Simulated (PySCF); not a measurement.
**How methods differ on the ionisation energy of C²⁺**

C²⁺ [He] 2s2 (1S) → C³⁺ [He] 2s1 (2S), as a difference of total energies. Computed with PySCF 2.14 in aug-cc-pwCVQZ, with no relativity, point nucleus. Correlated levels: valence: 1s2 frozen. The calculations carry no spin-orbit coupling.

```csv
method,ionisation energy (eV),error (eV)
UHF,45.779,-2.109
MP2 (valence),47.034,-0.854
SCS-MP2 (valence),47.285,-0.603
CCSD (valence),47.815,-0.073
```

Reference: 47.888 eV (measured; NIST Atomic Spectra Database, ionization energies).

Errors of the correlated levels include the incompleteness of this basis and the frozen core.

With two correlated electrons CCSD is exact in that space.
